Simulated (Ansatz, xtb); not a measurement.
## C2H10BrNSi2: which of two isomers lies lower

We compare a, `CCN[SiH2][SiH2]Br`, a singlet, with b, `CN(C[SiH3])[SiH2]Br`, a singlet. Both are isolated molecules in the gas phase, relaxed with PBE-D3(BJ)/def2-SVP; each stands in its lowest conformer found.

a (Å):

```xyz
16

C     0.0239   -1.6183    0.7736
C     0.4728   -1.0655   -0.5818
Br   -1.7980   -3.9100   -2.1296
N    -0.3393    0.0291   -1.1099
Si   -1.9219   -0.1634   -1.8234
Si   -1.8577   -1.9834   -3.3190
H    -0.9968   -2.0487    0.7062
H     0.0089   -0.8210    1.5460
H     0.7054   -2.4206    1.1244
H     0.4698   -1.8910   -1.3278
H     1.5300   -0.7241   -0.5206
H    -0.1793    0.9165   -0.6226
H    -3.0930   -0.4403   -0.8997
H    -2.2440    1.1079   -2.5664
H    -3.0938   -2.0330   -4.1765
H    -0.6498   -1.9755   -4.2161
```

b (Å):

```
atom    x (Å)    y (Å)    z (Å)
   C  -0.9881   0.5002   1.4959
   C  -0.5039  -0.1030  -0.8451
  Br  -3.3219  -2.7488   0.6279
   N  -1.5098   0.0900   0.2011
  Si   0.5923  -1.6820  -0.7133
  Si  -3.1102  -0.5598   0.0511
   H  -0.3173  -0.2597   1.9596
   H  -0.4060   1.4449   1.3979
   H  -1.8207   0.6889   2.2024
   H  -1.0055  -0.1366  -1.8371
   H   0.1637   0.7899  -0.8798
   H   1.2482  -1.7817   0.6369
   H   1.6708  -1.6021  -1.7623
   H  -0.2398  -2.9109  -0.9430
   H  -4.0069   0.1953   0.9828
   H  -3.5091  -0.4684  -1.3898
```

Quicker runs give these differences E(b) − E(a): GFN2-xTB −4.7 kcal/mol; HF/STO-3G +5.0 kcal/mol (at GFN2-xTB geometries); r2SCAN-D4/def2-SVP +5.4 kcal/mol (at GFN2-xTB geometries).

**Question.** Which of the two would you expect CCSD(T)/def2-SVP + ΔMP2/def2-TZVPP electronic energies to favour?

**Answer.** Structure a; the calculation gives E(b) − E(a) = +6.6 kcal/mol.

How the difference moves with the method:

```json
{"level": "GFN2-xTB", "geometry": "GFN2-xTB", "E(b) − E(a) (kcal/mol)": "−4.7", "departure from the last row (kcal/mol)": "−11.3", "job, with rough time for the two": "optimisation, 0.49 s"}
{"level": "HF/STO-3G", "geometry": "GFN2-xTB", "E(b) − E(a) (kcal/mol)": "+5.0", "departure from the last row (kcal/mol)": "−1.7", "job, with rough time for the two": "single point, 0.58 s"}
{"level": "r2SCAN-D4/def2-SVP", "geometry": "GFN2-xTB", "E(b) − E(a) (kcal/mol)": "+5.4", "departure from the last row (kcal/mol)": "−1.3", "job, with rough time for the two": "single point, 5.1 s"}
{"level": "PBE-D3(BJ)/def2-SVP", "geometry": "PBE-D3(BJ)/def2-SVP", "E(b) − E(a) (kcal/mol)": "+7.6", "departure from the last row (kcal/mol)": "+0.9", "job, with rough time for the two": "optimisation, 59 s"}
{"level": "HF/def2-SVP", "geometry": "PBE-D3(BJ)/def2-SVP", "E(b) − E(a) (kcal/mol)": "+6.6", "departure from the last row (kcal/mol)": "−0.1", "job, with rough time for the two": "part of the CCSD(T) run"}
{"level": "MP2/def2-SVP", "geometry": "PBE-D3(BJ)/def2-SVP", "E(b) − E(a) (kcal/mol)": "+5.1", "departure from the last row (kcal/mol)": "−1.6", "job, with rough time for the two": "part of the CCSD(T) run"}
{"level": "CCSD(T)/def2-SVP", "geometry": "PBE-D3(BJ)/def2-SVP", "E(b) − E(a) (kcal/mol)": "+5.7", "departure from the last row (kcal/mol)": "−0.9", "job, with rough time for the two": "single point"}
{"level": "CCSD(T)/def2-SVP + ΔMP2/def2-TZVPP", "geometry": "PBE-D3(BJ)/def2-SVP", "E(b) − E(a) (kcal/mol)": "+6.6", "departure from the last row (kcal/mol)": "", "job, with rough time for the two": "single point, 1.9 min"}
```

As drawn, b has 1 C–N, 1 C–Si, 1 Si–H in place of 1 C–C, 1 Si–Si, 1 N–H.

GFN2-xTB puts the two in the other order. The largest departure from CCSD(T)/def2-SVP + ΔMP2/def2-TZVPP is that of GFN2-xTB, 11.3 kcal/mol. The last row adds to CCSD(T) the change of the MP2 difference between the two basis sets, here +0.9 kcal/mol.

With thermal terms from frequencies at re-optimised GFN2-xTB minima (ideal gas, soft modes damped towards free rotors, one conformer each, 298.15 K, 1 atm): on the last row, ΔE + ΔZPE = +4.8, ΔH = +4.8, ΔG = +4.9 kcal/mol.

The correlated steps freeze 22 core orbitals; the filled d shell of Br is correlated, in a basis made for valence electrons. Programs: Ansatz 0.2.0, xtb 6.7.1; the last row on 4 threads of Arm Neoverse V1 on a shared host.
